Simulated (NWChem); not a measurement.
# HSeOF; SMILES [Se](O)F

```xyz
4

Se     0.4010     0.0123     0.0053
F     -0.6847    -1.4167     0.0104
O     -0.7991     1.3517     0.0721
H     -1.0802     1.5206    -0.8518
```
Atoms are numbered in this order, from 1.

Program: NWChem. Medium grid unless said otherwise, to which SCAN and Minnesota functionals are sensitive. Structure relaxed at the PBE-D3(BJ)/def2-SVP level. Hybrids' shares of exact exchange are those that their runs print; pure functionals count as 0. The functionals differ in more than this share.

| row | share of exact exchange | orbital gap (eV) |
|---|---|---|
| PBE/def2-TZVP | 0.00 | 2.81 |
| RPBE/def2-TZVP | 0.00 | 2.85 |
| B3LYP/def2-TZVP | 0.20 | 4.64 |
| r2SCAN0/def2-TZVP | 0.25 | 5.42 |
| M06-2X/def2-TZVP | 0.54 | withheld |
| Hartree-Fock/def2-TZVP | 1.00 | 12.03 |

Task: Fit a straight line of the last column on the one before it, predict the withheld value, and compare with the run.

Result: 
1. Means of the 5 shown rows: x = 0.290, y = 5.550. Slope Σ(x − x̄)(y − ȳ)/Σ(x − x̄)² = 6.265/0.6820 = 9.187; intercept 2.886.
2. The shown rows scatter about the line by 0.120 (root mean square); the largest residual is +0.24, at r2SCAN0/def2-TZVP.
3. At x = 0.54 (M06-2X/def2-TZVP; inside the shown range) the line gives 7.85.
4. The run gives 7.55, -0.30 from the line, 2.5 times the scatter.
